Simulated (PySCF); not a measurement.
Species: C₄H₈FSi₃ (doublet state).
Numbering: `[F:1][C@:2]1([C:3]#[C:4][SiH3:5])[CH2:6][SiH:7][SiH2:8]1` (hydrogens: H9, H10, H11 on Si5; H12, H13 on C6; H14 on Si7; H15, H16 on Si8)

Structure used (GFN2-xTB), in Å, numbered top down from 1:
```
atom  x, y, z in Å
F1    -0.9961    1.2072   -1.6041
C2    -0.7987    0.3837   -0.4786
C3     0.5855    0.0439   -0.3652
C4     1.7541   -0.2189   -0.2067
Si5    3.5339   -0.6332    0.0105
C6    -1.7427   -0.8227   -0.5869
Si7   -3.1243   -0.2099    0.6242
Si8   -1.5083    1.3844    1.0699
H9     4.2202    0.5300    0.5820
H10    3.6206   -1.7753    0.9277
H11    4.1107   -0.9798   -1.2916
H12   -1.2336   -1.7332   -0.2730
H13   -2.0574   -0.9657   -1.6205
H14   -4.3989   -0.0339   -0.1052
H15   -0.7494    1.0257    2.2780
H16   -1.2232    2.8067    0.8234
```

Computed, not measured: PySCF, UKS B3LYP, pcH-1 on C F H Si, non-relativistic, mean-field spin-orbit, GIAO. Geometry: GFN2-xTB, one conformer, isolated molecule. The geometry wasn't refined by DFT: couplings that depend on bond lengths, twists or pyramidal angles can differ widely from those at the functional's own minimum, by a factor of two or more for some ions and for spin on atoms past the first row. The SCF solution wasn't tested for stability.

Principal values of hyperfine tensors in MHz (contact, dipolar and spin–orbit terms together), for some of the nuclei:

```
atom  isotope       A1       A2       A3
 Si7     29Si  -574.32  -323.79  -322.09
 Si8     29Si   -57.41   -31.28   -29.26
  C2      13C    30.30    30.97    36.65
 H16       1H    27.85    29.41    33.09
 H13       1H    24.44    27.41    32.21
 H12       1H    14.95    16.07    26.32
  C3      13C    14.64    15.37    17.96
  C6      13C     6.97     8.16    20.85
```

(1) Split each tensor into its isotropic and traceless parts, and turn a_iso into mT with g = 2.0041.

(2) What spin density at the nucleus of H13 lies behind its contact coupling (g_N = 5.58569)?

(3) H14 (1H, g_N = 5.58569) isn't in the table. Its spin density at the nucleus is 0.007474 bohr⁻³. What is its contact coupling?

(4) Name the largest traceless tensor T of the table and describe it.

(5) In a single crystal, with the field along each principal axis of the tensor of Si7 in turn, what first-order splitting does this nucleus give (isotropic g, quadrupole terms neglected)?

Answers

(1) a_iso is a third of the trace, T = A − a_iso, and a(mT) = a(MHz)/(g × 13.996). The tensors hold a spin–orbit part: the run splits a_iso into a_FC + a_SO, and T includes its anisotropic share.

| atom | a_iso (MHz) | a_FC | a_SO | a_iso (mT) | T1 | T2 | T3 |
| --- | --- | --- | --- | --- | --- | --- | --- |
| Si7 | -406.74 | -407.69 | 0.95 | -14.501 | -167.59 | 82.94 | 84.64 |
| Si8 | -39.32 | -39.38 | 0.07 | -1.402 | -18.10 | 8.04 | 10.06 |
| C2 | 32.64 | 32.63 | 0.01 | 1.164 | -2.34 | -1.67 | 4.01 |
| H16 | 30.12 | 30.11 | 0.00 | 1.074 | -2.27 | -0.70 | 2.97 |
| H13 | 28.02 | 28.01 | 0.01 | 0.999 | -3.58 | -0.61 | 4.19 |
| H12 | 19.11 | 19.11 | 0.00 | 0.681 | -4.16 | -3.05 | 7.21 |
| C3 | 15.99 | 15.99 | 0.00 | 0.570 | -1.35 | -0.62 | 1.97 |
| C6 | 11.99 | 11.94 | 0.05 | 0.428 | -5.03 | -3.83 | 8.85 |

(2) a_FC = 800.24 MHz bohr³ × g_N × ρ(0)/(2S). With a_FC = 28.01 MHz and 2S = 1, ρ(0) = 0.006267 bohr⁻³. In magnitude that is 2.0 % of the 1/π = 0.318 of a free hydrogen atom.

(3) By the same relation, a_FC = 33.4 MHz. Its full tensor has the principal values 24.30, 35.15, 40.85 MHz.

(4) Si7: -167.6, 82.9, 84.6 MHz (the dipolar term alone has -166.7, 82.5, 84.2), axial, in the ratio +1:+1:−2, the form that spin in one p orbital centred on that nucleus gives (the nuclear moment is negative).

(5) 2 lines (I = 1/2), spaced by |A_i|/(g × 13.996): 20.48, 11.54, 11.48 mT along the axes of A1, A2 and A3.
